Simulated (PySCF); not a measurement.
An EPR property job and its printed output. Input:

```
{"job": {"kind": "epr"}, "charge": 0, "multiplicity": 2}
C     -0.536704     1.477130    -0.143129
C     -0.401559     0.007261    -0.272977
C     -1.308886    -0.965439     0.376902
S      1.116700    -0.594774    -0.898241
O      1.629803     0.325600    -1.903131
O      0.996263    -2.014911    -1.144878
O      2.101729    -0.422937     0.396914
H     -1.595146     1.773474    -0.199565
H     -0.152416     1.825072     0.835682
H      0.025550     1.997099    -0.931452
H     -1.068697    -1.073087     1.452939
H     -2.352650    -0.622492     0.308735
H     -1.216018    -1.958979    -0.082264
H      2.760680     0.246042     0.155154
```

Method used: PySCF, UKS B3LYP, IGLO-III on C O S, pcH-1 on H, non-relativistic, mean-field spin-orbit, GIAO. One conformer (not necessarily the lowest) at the PBE0-D3(BJ)/def2-SVP geometry, without solvent, vibrations or thermal averaging.

Output of the driver script. The program numbers atoms from 0.

```
UKS, coarse grid
  cycle   1  E = -742.18226601  |g| = 9.72e-01
  cycle   2  E = -741.17490677  |g| = 1.94e+00
  cycle   3  E = -742.47848652  |g| = 2.45e-01
  cycle   4  E = -742.49992224  |g| = 1.15e-01
  cycle   5  E = -742.50398066  |g| = 4.31e-02
  cycle   6  E = -742.50472338  |g| = 1.05e-02
  cycle   7  E = -742.50475908  |g| = 6.01e-03
  cycle   8  E = -742.50477209  |g| = 2.04e-03
  cycle   9  E = -742.50477512  |g| = 8.66e-04
UKS, final grid
  cycle   1  E = -742.50473646  |g| = 1.35e-03
  cycle   2  E = -742.50473457  |g| = 2.63e-03
  cycle   3  E = -742.50473714  |g| = 3.44e-04
  cycle   4  E = -742.50473719  |g| = 5.64e-05
  cycle   5  E = -742.50473719  |g| = 4.13e-05
  cycle   6  E = -742.50473719  |g| = 1.22e-05
E = -742.50473719 Eh   <S^2> = 0.7541 (exact 0.7500)
g shifts (ppm)      1          2          3
  rmc          -157       -157       -157
  gc             54         21         43
  oz_so        -652        255       1190
  total        -755        119       1075
hyperfine (MHz)  atom isotope    a_iso     a_fc   dipolar eigenvalues
    0   13C     -26.34     -26.35     -2.29     -0.03      2.32
    1   13C     107.27     107.54    -74.61    -73.26    147.88
    2   13C     -26.88     -26.88     -2.48      0.14      2.35
    3   33S     -14.27     -14.31     -2.58      0.38      2.20
    4   17O      -1.88      -1.86     -7.90      3.56      4.34
    5   17O      -1.38      -1.35     -9.07      3.83      5.24
    6   17O     -18.70     -18.71    -15.01      7.02      7.99
    7    1H      39.37      39.36     -4.53     -3.86      8.39
    8    1H     141.63     141.63     -4.58     -2.75      7.33
    9    1H      27.52      27.52     -4.56     -4.07      8.63
   10    1H     150.25     150.25     -4.75     -2.60      7.35
   11    1H      41.28      41.28     -4.57     -3.81      8.38
   12    1H      28.81      28.81     -4.60     -4.02      8.62
   13    1H       2.39       2.38     -4.86     -0.73      5.59
```

|g| in the SCF lines is the orbital gradient. In the g block, columns 1 to 3 are the principal axes in rising order; rmc is the relativistic mass correction, gc the gauge correction and oz_so the orbital-Zeeman/spin–orbit term. a_fc is the Fermi-contact part of a_iso, the rest being spin–orbit.

What does the output say about convergence, stability and spin contamination?

The SCF converged after 15 cycles in all, 9 of them on the coarse grid; no stability test was run. ⟨S²⟩ = 0.7541 against the exact 0.7500, so spin contamination is small.

What are the principal g values and g_iso?

Adding the total shifts to 2.002319 gives 2.00156, 2.00244, 2.00339; their mean shift is 146 ppm, so g_iso = 2.00247.

Which couplings shape the isotropic spectrum at natural abundance (0.05 mT or more)? Keep the log's numbering.

atoms 7, 8, 9, 10, 11, 12 (1H, I = 1/2): mean 71.5 MHz = 2.55 mT in magnitude, a 1:6:15:20:15:6:1 septet; atom 13 (1H, I = 1/2): 2.4 MHz = 0.09 mT in magnitude, a 1:1 doublet. Together 14 lines to first order. Nuclei that the bonding pattern makes equivalent are averaged, as if the motion that swaps them (rotation, inversion, ring flip) were fast. The six 1H nuclei of mean +71.5 MHz run from 27.5 to 150.2 MHz in the frozen geometry.

How large is the spin–orbit part of a_iso for atom 1 (13C)?

a_iso − a_fc = 107.27 − (107.54) ≈ -0.28 MHz.

The species is `C[C](C)S(=O)(=O)O` [radical]. The run used 324 basis functions and 11 iterations of the response equations.

The values belong to the conformer `[CH3:1][C:2]([CH3:3])[S:4](=[O:5])(=[O:6])[OH:7]`: C1–C2–S4–O5 -35°, H–O7–S4–C2 -114°.
Labels such as C1 count atoms from 1, the log's own numbers from 0.
